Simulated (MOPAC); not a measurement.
Input file for MOPAC: PM7 on MoF+, 2S+1 = 5, a spin state set in the input, which need not be the lowest, a point of a bond scan (R = 1.936 Å). Charge +1.

```
PM7 1SCF PRECISE CHARGE=1 UHF MS=2 THREADS=1
FMo

Mo     0.00000000 1     0.00000000 1     0.00000000 1
F      0.00000000 1     0.00000000 1     1.93552600 1
```

The log:

```
*******************************************************************************
 **                                                                           **
 **                              MOPAC v23.2.5                                **
 **                                                                           **
 *******************************************************************************
 ** MOPAC's Digital Object Identifier: https://doi.org/10.5281/zenodo.6511958 **
 **                                                                           **
 ** Please cite the open-source release paper for use of this MOPAC version:  **
 ** J. E. Moussa and J. J. P. Stewart (2026)                                  **
 ** MOPAC: An open-source semiempirical molecular orbital program             **
 ** J. Open Source Softw., 11(119), 8025, https://doi.org/10.21105/joss.08025 **
 *******************************************************************************

                              PM7 CALCULATION RESULTS

 *******************************************************************************
 *  PM7        - The PM7 Hamiltonian to be used
 *  UHF        - UNRESTRICTED HARTREE-FOCK CALCULATION
 *
 *
 *
 *                 CHARGE ON SYSTEM = +1
 *
 *
 *
 *  MS=        - IN MECI, MAGNETIC COMPONENT OF SPIN =  2.0
 *  PRECISE    - TIGHTER CRITERIA TO BE USED
 *  1SCF       - DO 1 SCF AND THEN STOP
 *  THREADS=1  - MULTI-THREADING NOT USED
 *  T=         - A TIME OF 172800.0 SECONDS REQUESTED
 *  DUMP=N     - RESTART FILE WRITTEN EVERY 7200.0 SECONDS REQUESTED
 *******************************************************************************
PM7 1SCF PRECISE CHARGE=1 UHF MS=2 THREADS=1
 FMo

   ATOM   CHEMICAL          X               Y               Z
  NUMBER   SYMBOL      (ANGSTROMS)     (ANGSTROMS)     (ANGSTROMS)

     1      Mo          0.00000000  *   0.00000000  *   0.00000000  *
     2       F          0.00000000  *   0.00000000  *   1.93552600  *



          CARTESIAN COORDINATES

    NO.       ATOM           X           Y           Z

     1        Mo          0.0000      0.0000      0.0000
     2         F          0.0000      0.0000      1.9355

 General Reference for PM7:
 "Optimization of Parameters for Semiempirical Methods VI: More Modifications to the
 NDDO Approximations and Re-optimization of Parameters", J. J. P. Stewart, J. Mol. Mod., 1:32, 19 (2013)
 https://link.springer.com/article/10.1007/s00894-012-1667-x

           Empirical Formula: Mo F  =     2 atoms



      MOLECULAR POINT GROUP   :   C*v


          UHF CALCULATION, NO. OF ALPHA ELECTRONS =    8
                           NO. OF BETA  ELECTRONS =    4

 -------------------------------------------------------------------------------
 PM7 1SCF PRECISE CHARGE=1 UHF MS=2 THREADS=1
 FMo



     1SCF WAS SPECIFIED, SO BFGS WAS NOT USED
     SCF FIELD WAS ACHIEVED


                              PM7 CALCULATION
                                                       MOPAC v23.2.5 Linux




          FINAL HEAT OF FORMATION =        266.46169 KCAL/MOL =    1114.87569 KJ/MOL


          COSMO AREA              =         90.23 SQUARE ANGSTROMS
          COSMO VOLUME            =         78.35 CUBIC ANGSTROMS

          IONIZATION POTENTIAL    =         16.585174 EV
          ALPHA SOMO LUMO (EV)    =        -16.585 -9.140
          BETA  SOMO LUMO (EV)    =        -20.540 -7.320
          NO. OF ALPHA ELECTRONS  =          8
          NO. OF BETA  ELECTRONS  =          4
          MOLECULAR WEIGHT        =        114.9384         POINT GROUP:  C*v

          MOLECULAR DIMENSIONS (Angstroms)

            Atom       Atom       Distance
            F     2   Mo     1     1.93553
            F     2   Mo     1     0.00000
           Mo     1    F     2     0.00000


          SCF CALCULATIONS        =          1





   ATOM   CHEMICAL          X               Y               Z
  NUMBER   SYMBOL      (ANGSTROMS)     (ANGSTROMS)     (ANGSTROMS)

     1      Mo          0.00000000  *   0.00000000  *   0.00000000  *
     2       F          0.00000000  *   0.00000000  *   1.93552600  *

                             CARTESIAN COORDINATES

   1   Mo        0.000000000     0.000000000     0.000000000
   2    F        0.000000000     0.000000000     1.935526000


           Empirical Formula: Mo F  =     2 atoms



      MOLECULAR POINT GROUP   :   C*v


          ALPHA EIGENVALUES
 -46.28162 -23.00818 -22.82182 -20.41222 -19.54287 -19.53854 -17.78499 -16.58517
  -9.14004  -5.78296  79.43626  79.74696  80.85719


           BETA EIGENVALUES
 -46.16219 -21.81894 -21.64780 -20.53971  -7.31951  -6.61394  -6.58673  -6.48080
  -5.71885  -4.40911  82.71247  83.73954  84.28252


              NET ATOMIC CHARGES AND DIPOLE CONTRIBUTIONS

  ATOM NO.   TYPE          CHARGE      No. of ELECS.   s-Pop       p-Pop       d-Pop
    1         Mo           1.212354        4.7876     0.27322     0.00339     4.51104
    2          F          -0.212354        7.2124     1.96088     5.25148
 DIPOLE           X         Y         Z       TOTAL
 POINT-CHG.     0.000     0.000    -3.511     3.511
 HYBRID        -0.000    -0.000    -0.356     0.356
 SUM           -0.000    -0.000    -3.867     3.867


          ATOMIC ORBITAL ELECTRON POPULATIONS

     Atom    s        px        py        pz      x^2-y^2     xz        z^2       yz        xy
    1 Mo   0.27322   0.00022   0.00026   0.00291   0.99920   1.07371   1.00944   0.42868   1.00000
    2  F   1.96088   1.92607   1.57106   1.75434


                    (SZ)    =    2.000000
                    (S**2)  =    6.049191


          ATOMIC ORBITAL SPIN POPULATIONS

    Atom   Total    s     px     py     pz   x^2-y^2  xz     z^2    yz     xy
         Atomic
    1 Mo  3.9916  0.243 -0.000  0.000  0.000  0.999  0.926  0.644  0.179  1.000
    2  F  0.0084  0.007  0.074 -0.179  0.107

 **********************
 *                    *
 * JOB ENDED NORMALLY *
 *                    *
 **********************




 == MOPAC DONE ==
```

The run finished.

Cost: about 0.03 core-seconds (a rough figure).
